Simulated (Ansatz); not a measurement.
Start from `S=[CH][SbH2]` and change one atom or group to get `S=CS`.

Ansatz, PBE0-D4/def2-TZVP geometries, multiplicity 1. Each molecule was computed in one conformer, which needn't be the lowest.

Elements past krypton have def2 core potentials.  Spin–orbit coupling is left out; it splits and shifts lone-pair levels of the heavy atoms by tenths of an eV.

```csv
property,`S=[CH][SbH2]`
HOMO energy (B3LYP/def2-TZVPP) / eV,-6.07
HOMO energy (ωB97M-V/def2-TZVPP) / eV,-8.38
size of the dipole moment (B3LYP/def2-TZVPP) / D,1.79
zero-point energy (PBE0-D4/def2-TZVP) / kJ/mol,76.8
LUMO energy (PBE/def2-TZVPP) / eV,-3.48
size of the dipole moment (PBE/def2-TZVPP) / D,1.68
```

What does the change do to each property? (Estimate.)

Ansatz gave: 
```
                                        property  `S=CS`  shift
             HOMO energy (B3LYP/def2-TZVPP) / eV   -6.47  -0.40
           HOMO energy (ωB97M-V/def2-TZVPP) / eV   -8.89  -0.51
size of the dipole moment (B3LYP/def2-TZVPP) / D    1.72  -0.07
  zero-point energy (PBE0-D4/def2-TZVP) / kJ/mol    68.8   -8.0
               LUMO energy (PBE/def2-TZVPP) / eV   -3.12   0.36
  size of the dipole moment (PBE/def2-TZVPP) / D    1.71   0.03
```

With PBE0 the HOMO falls by 0.43 eV and the LUMO rises by 0.29 eV, so the gap widens by about 0.72 eV. PBE moves the HOMO by -0.33 eV and ωB97M-V by -0.51 eV. The zero-point energy changes by -8.0 kJ/mol with -3 modes. Dipoles are sizes alone; their direction can turn.

B3LYP here is the variant with VWN-RPA as its local correlation; programs differ in this.
